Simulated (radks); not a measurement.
The numbers below are computed, except where a source is named.
Spherical jellium clusters: N electrons in a uniform positive sphere of charge N and radius rs N^(1/3), rs = 3.93 bohr. Level of theory: non-relativistic Kohn-Sham, LDA (Slater exchange, Perdew-Wang correlation), spin-polarised, spherical densities (a radial shooting solver with Libxc functionals). Levels are named by radial order and angular momentum (1s, 1p, 1d, 2s, ...), and open shells are averaged over m.

N = 2, configuration 1s2. This is the lowest configuration that the search found. Occupied and some empty levels:

level  occupation  eigenvalue (eV)  <r> (bohr)
1s              2          -3.2393       4.080
1p              0          -1.2046       6.029
2s              0         -0.17260       11.80

Energy (eV): total -3.34949, kinetic 3.1217, external -25.042, Hartree 12.059, exchange-correlation -6.6779, background 13.189. Static polarisability (adiabatic kernel): 200.1 bohr^3, against R^3 = 121.4 for a classical metal sphere.
